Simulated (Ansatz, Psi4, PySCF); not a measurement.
C₄H₉O₂ (SMILES CO[CH]C(C)O), doublet, at a GFN2-xTB geometry. Base run: MP2/STO-3G in PySCF.

The PySCF input:
```python
from pyscf import gto, scf, mp

mol = gto.M(
    atom='''
C     2.56077104   -0.83382252   -0.05187536
O     1.35874343   -0.35585529   -0.59420775
C     0.30458062   -0.28318667    0.27212290
C    -0.91837553    0.40750290   -0.20562298
C    -2.15757524   -0.49024854   -0.06860859
O    -1.08228391    1.59694883    0.56456414
H     2.45262647   -1.86511095    0.30352293
H     2.89549161   -0.20751073    0.78234991
H     3.29918709   -0.80187133   -0.85140078
H     0.49407065   -0.37188146    1.32892922
H    -0.77188196    0.66632212   -1.26581658
H    -3.04377857    0.02369395   -0.43826528
H    -2.30860226   -0.74749979    0.97697382
H    -2.01885023   -1.40248152   -0.64118067
H    -1.94634439    1.97612048    0.36594070
''',
    basis='sto-3g',
    spin=1,
    verbose=4,
)

mf = scf.UHF(mol)
mf.kernel()

pt = mp.MP2(mf)
pt.kernel()
print('E(MP2) = %.10f' % pt.e_tot)
```

The same geometry, method and basis name were run in Ansatz (a program for electronic structure) and Psi4 and PySCF, at each program's defaults and at the settings that a row names. The base is PySCF at its defaults. Differences at the defaults can come from grids, fitting, cores and function types together.

| code and settings | ΔE vs base (µEh) | basis functions | E (Eh) | SCF cycles |
|---|---|---|---|---|
| PySCF, defaults (exact integrals, spherical functions, all electrons correlated) | 0.0 | 39 | -302.74829 | 12 |
| Psi4, defaults (density fitting with its default set, spherical functions, all electrons correlated) | -540 | 39 | -302.74883 | 15 |
| Ansatz, defaults (factorised integrals, spherical functions, frozen core) | 2036 | 39 | -302.74625 | - |
| PySCF, frozen core | 2005 | 39 | -302.74628 | 12 |
| Psi4, exact integrals, spherical functions, frozen core | 2005 | 39 | -302.74628 | 15 |
| Ansatz, high accuracy, frozen core | 2005 | 39 | -302.74628 | - |

Open shells are given as the SCF converged; they aren't shown to be the lowest states, and a large step between rows can be another state.
